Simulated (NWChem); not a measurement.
C₄H₅N; SMILES C/C=C/C#N

```xyz
10

C      0.0127    -2.3152     0.0000
C      0.3855    -0.8767     0.0000
C     -0.4920     0.1400     0.0000
C     -0.0934     1.5099     0.0000
N      0.2125     2.6292     0.0000
H     -1.0767    -2.4605     0.0000
H      0.4340    -2.8254     0.8822
H      0.4340    -2.8254    -0.8822
H      1.4555    -0.6378     0.0000
H     -1.5714    -0.0483     0.0000
```
Atoms are numbered in this order, from 1.

Results from NWChem. All runs use the structure optimised with PBE0/def2-SVP. Level: PBE0/def2-SVP with SMD (1 M gas to 1 M solution), gas-phase geometry.

For solvent water:

```yaml
solvation free energy (kcal/mol): -2.6
cavity-dispersion-structure term (kcal/mol): 4.7
dipole in solution (D): 6.12
```

Task: How do the values read with solvent toluene instead?

Result: 
- solvation free energy (kcal/mol): -4.5
- cavity-dispersion-structure term (kcal/mol): -0.6
- dipole in solution (D): 5.40
